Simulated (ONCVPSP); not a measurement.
**Plane-wave convergence, ONCV potential for Ru (Z = 44)**

```json
{
  "Element": "Ru (Z = 44)",
  "Generator": "ONCVPSP 4.0.1",
  "Type": "optimised norm-conserving Vanderbilt (ONCV)",
  "Functional": "PBE",
  "Relativity": "scalar-relativistic",
  "Frozen core": "[Ar] 3d10",
  "Valence charge": "16",
  "Reference configuration": "4s2 4p6 4d6 (charge +2)",
  "Partial waves": "4s: rc 1.40 bohr, ncon 4, nbas 8, qcut 8.3 1/bohr, 2 projectors, debl 3 Ha; 4p: rc 1.85 bohr, ncon 4, nbas 8, qcut 7 1/bohr, 2 projectors, debl 1.8 Ha; 4d: rc 2.20 bohr, ncon 4, nbas 9, qcut 6.2 1/bohr, 2 projectors, debl 1.1 Ha",
  "Local potential": "polynomial inside 1.00 bohr (lpopt 3, dvloc0 0 Ha)",
  "Core correction": "polynomial model core, fcfact 0.75"
}
```

In the s channel the program set the typed energies aside and used -3.547, 0.250 Ha. In the p channel the program set the typed energies aside and used -2.441, 0.250 Ha.

Problem. For each optimised wave give the share of its norm inside rc, the residual kinetic energy above qcut (Ha) and the cutoffs (Ha) for errors of 10, 1, 0.1 and 0.01 mHa per electron.

Solution.

```json
{"wave": "4s", "norm inside rc": "0.869", "residual KE": "1.7e-05", "10 mHa": "21.6", "1 mHa": "26.9", "0.1 mHa": "31.1", "0.01 mHa": "43.0"}
{"wave": "s projector 2", "norm inside rc": "0.034", "residual KE": "1.1e-05", "10 mHa": "17.4", "1 mHa": "24.5", "0.1 mHa": "29.9", "0.01 mHa": "35.1"}
{"wave": "4p", "norm inside rc": "0.949", "residual KE": "9.6e-08", "10 mHa": "12.0", "1 mHa": "15.5", "0.1 mHa": "18.3", "0.01 mHa": "20.8"}
{"wave": "p projector 2", "norm inside rc": "0.072", "residual KE": "1.3e-06", "10 mHa": "9.5", "1 mHa": "12.9", "0.1 mHa": "15.8", "0.01 mHa": "18.1"}
{"wave": "4d", "norm inside rc": "0.859", "residual KE": "2.9e-05", "10 mHa": "13.0", "1 mHa": "15.7", "0.1 mHa": "18.0", "0.01 mHa": "34.0"}
{"wave": "d projector 2", "norm inside rc": "0.064", "residual KE": "2.6e-05", "10 mHa": "11.4", "1 mHa": "15.1", "0.1 mHa": "17.8", "0.01 mHa": "24.0"}
```

The occupied waves need 27 Ha and 31 Ha for 1 and 0.1 mHa.
